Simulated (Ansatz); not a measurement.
Ansatz (an electronic-structure program) input (CCSD(T)/def2-SVPD):

Ansatz 0.2 input:
```yaml
crystal:
  periodic: [false, false, false]
  atoms:
    - {symbol: Sr, position_ang: [-0.00000000, -0.00000000, -0.76713990]}
    - {symbol: Cl, position_ang: [0.00000000, 0.00000000, 1.71478330]}
basis:
  gaussian:
    orbitals: def2-SVPD
total_charge: 1
magnetization: {spin_polarized: true, initial_magnetization: 2}
correlation: {method: ccsd_t, electrons: outside_noble_gas}
```

End of the output:

```
integrals: 0.03 GiB planned
505 factors; integrals over basis functions are off by at most 5.3e-4 eV
mean field: 0.12 GiB planned
mean field evaluation 1: about -13317.3942 eV, gradient 1.2e1 eV
mean field evaluation 2: about -13317.5594 eV, gradient 1.2e1 eV
mean field evaluation 4: about -13318.5984 eV, gradient 1.0e0 eV
mean field evaluation 8: about -13318.6316 eV, gradient 5.7e-2 eV
mean field evaluation 16: about -13318.6321 eV, gradient 1.6e-6 eV
mean field evaluation 32: about -13318.6318 eV, gradient 6.4e-3 eV
mean field evaluation 64: about -13318.6221 eV, gradient 3.7e-1 eV
mean field evaluation 96: about -13318.2340 eV, gradient 5.3e-2 eV
mean field evaluation 128: about -13318.6317 eV, gradient 4.0e-2 eV
mean field evaluation 160: about -13316.9218 eV, gradient 1.9e-1 eV
mean field evaluation 192: about -13316.9205 eV, gradient 1.2e-3 eV
mean field evaluation 224: about -13316.7612 eV, gradient 1.5e-1 eV
mean field evaluation 256: about -13316.6113 eV, gradient 4.0e-2 eV
mean field evaluation 288: about -13316.5873 eV, gradient 4.9e-1 eV
mean field evaluation 320: about -13316.6036 eV, gradient 3.3e-1 eV
mean field evaluation 352: about -13316.1666 eV, gradient 2.3e-4 eV
mean field evaluation 384: about -13316.5043 eV, gradient 6.4e-4 eV
mean field evaluation 416: about -13315.9073 eV, gradient 3.7e0 eV
mean field -13318.63206226 eV, -489.4507005949 hartree, gradient 3.3e-6 eV, S^2 2.007387; 17 other end points of the search recorded, 0 dependent functions left out
determinant -13318.63206226 eV, -489.4507005949 hartree, with singles and doubles -13322.43309046 eV, -489.5903858050 hartree
determinant -13318.24149321 eV, -489.4363474472 hartree, with singles and doubles -13322.07192073 eV, -489.5771130623 hartree
determinant -13316.92204171 eV, -489.3878584989 hartree, with singles and doubles -13320.68017235 eV, -489.5259672527 hartree
determinant -13316.92053715 eV, -489.3878032073 hartree, with singles and doubles -13320.68213802 eV, -489.5260394897 hartree
determinant -13316.76866935 eV, -489.3822221685 hartree, with singles and doubles -13320.55327871 eV, -489.5213039971 hartree
determinant -13316.63592572 eV, -489.3773439300 hartree, with singles and doubles -13320.41208288 eV, -489.5161151462 hartree
determinant -13316.61271333 eV, -489.3764908906 hartree, with singles and doubles -13320.40051434 eV, -489.5156900102 hartree
determinant -13316.58343067 eV, -489.3754147728 hartree, with singles and doubles -13320.35919432 eV, -489.5141715275 hartree
determinant -13316.50430307 eV, -489.3725068870 hartree, with singles and doubles -13320.30585826 eV, -489.5122114633 hartree
determinant -13316.16659634 eV, -489.3600963937 hartree, with singles and doubles -13319.97245578 eV, -489.4999591484 hartree
determinant -13318.63206226 eV, -489.4507005949 hartree, with singles and doubles -13322.44701386 eV, -489.5908974804 hartree
determinant -13318.24149321 eV, -489.4363474472 hartree, with singles and doubles -13322.08670732 eV, -489.5776564592 hartree
9 core orbitals not correlated, not the lowest: weight in the atoms' cores, before any rotation towards them, 0.676 or more for the frozen orbitals, at most 0.317 for the correlated occupied ones
reference -13318.63206226 eV, -489.4507005949 hartree; 5, 3 occupied and 39, 41 virtual orbitals, 505 factors
second order -3.32091792 eV of doubles, -0.00000000 eV of singles
coupled cluster: 0.12 GiB planned
cycle   1  -3.81495116 eV  change    4.5e-7 eV  update   4.3e-6
perturbative correction -0.06259914 eV, -0.0023004760 hartree
Total energy: -13322.50961256 eV, -489.5931979401 hartree
```

This state (charge 1, triplet) is run at the relaxed geometry of the species with charge 1 and multiplicity 1, and is a spin state other than that species' own.
